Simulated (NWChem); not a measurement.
# C2H4CuNO; SMILES [Cu](<-[C-]#[N+]C)[OH]

```xyz
9

Cu    -0.0078    -0.9301     0.0005
O     -0.0573    -2.7070    -0.0017
H      0.8159    -3.1097    -0.0012
C      0.0015     3.4491    -0.0016
N     -0.0070     2.0441     0.0010
C     -0.0175     0.8758     0.0014
H      1.0271     3.8194     0.1424
H     -0.6323     3.8321     0.8118
H     -0.3821     3.8277    -0.9606
```
Atoms are numbered in this order, from 1.

Computed with NWChem. The geometry was optimised at PBE0/def2-SVP. No frequency run checked for a minimum. Level MN15/def2-SVP: energy and gradient on several grids; changes count from the extra-fine grid, which is no exact limit either.

```tsv
grid	size of the energy change (μHa)	largest change of a gradient component (μHa/bohr)	time, medium = 1 (rough)
xcoarse	50000	10000	about 1
coarse	600	300	about 1
medium	20	60	about 1
fine	< 10	< 30	about 1
xfine	< 10	< 30	2
```
